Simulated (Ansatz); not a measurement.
Geometry optimisation, Ansatz 0.2.0, RKS LDA/def2-SVP.

Input file:

```yaml
crystal:
  periodic: [false, false, false]
  atoms:
    - { symbol: "N", position_ang: [0.0417, -1.7659, 0.0798] }
    - { symbol: C, position_ang: [0.7836, -0.5572, 0.4578] }
    - { symbol: F, position_ang: [1.8987, -0.6068, -0.2894] }
    - { symbol: Si, position_ang: [0.0127, 1.1203, 0.127] }
    - { symbol: O, position_ang: [-0.6277, 1.2806, -1.4443] }
    - { symbol: F, position_ang: [-1.3819, 1.1682, 1.0487] }
    - { symbol: H, position_ang: [-0.066, -1.7196, -0.943] }
    - { symbol: H, position_ang: [-0.9046, -1.6382, 0.4551] }
    - { symbol: H, position_ang: [1.0671, -0.6135, 1.5564] }
    - { symbol: H, position_ang: [0.13554, 1.78721, -1.81968] }
    - { symbol: H, position_ang: [-1.5587, 1.0056, -1.5285] }
basis:
  gaussian: { orbitals: def2-SVP }
hamiltonian:
  xc: lda
relax:
  f_tol: 0.02
  max_steps: 50
```

Launched with:

```bash
$ ansatz run input.yaml --threads 2 --pin off --max-ram 3072MiB --backend cpu --events-out ev --progress --plain --runs-dir out
```

Task: Where does it end, and by what steps?

Result: The run converged. After 41 steps the energy has fallen by 2.699 eV; H10 moved furthest, 1.92 Å.

| step | energy less start (eV) | largest force component (eV/Å) | accepted |
| --- | --- | --- | --- |
| 0 | 0.0000 | 3.880 | yes |
| 2 | -1.2444 | 1.849 | yes |
| 4 | -1.6355 | 2.242 | yes |
| 6 | -1.8235 | 0.351 | yes |
| 8 | -1.8860 | 0.530 | yes |
| 10 | -1.9140 | 0.216 | yes |
| 12 | -1.9384 | 0.565 | yes |
| 14 | -1.9742 | 0.501 | yes |
| 16 | -1.9625 | 2.143 | no |
| 18 | -2.1000 | 0.687 | yes |
| 20 | -2.1688 | 0.859 | yes |
| 22 | -2.3295 | 1.117 | yes |
| 24 | -2.5729 | 0.920 | yes |
| 26 | -2.6347 | 0.623 | yes |
| 28 | -2.6484 | 0.422 | no |
| 30 | -2.6666 | 0.151 | yes |
| 32 | -2.6769 | 0.266 | yes |
| 34 | -2.6903 | 0.237 | yes |
| 36 | -2.6967 | 0.088 | yes |
| 38 | -2.6981 | 0.049 | yes |
| 40 | -2.6986 | 0.069 | no |
| 41 | -2.6988 | 0.008 | yes |

```xyz
11
Properties=species:S:1:pos:R:3
N -0.142 -1.228 -0.553
C 0.536 -0.416 0.426
F 1.701 -1.008 0.843
Si 0.812 1.420 -0.323
O -0.783 1.025 -1.365
F -0.229 2.139 0.788
H 0.522 -1.521 -1.290
H -0.591 -2.080 -0.183
H -0.147 -0.303 1.306
H -1.454 1.470 -0.793
H -0.825 -0.038 -1.155
```

Whether the end is a true minimum wasn't checked by a vibrational analysis.

The run took 2.2 min on 2 threads of Arm Neoverse N1, with other jobs on the host, peak memory 0.18 GiB.
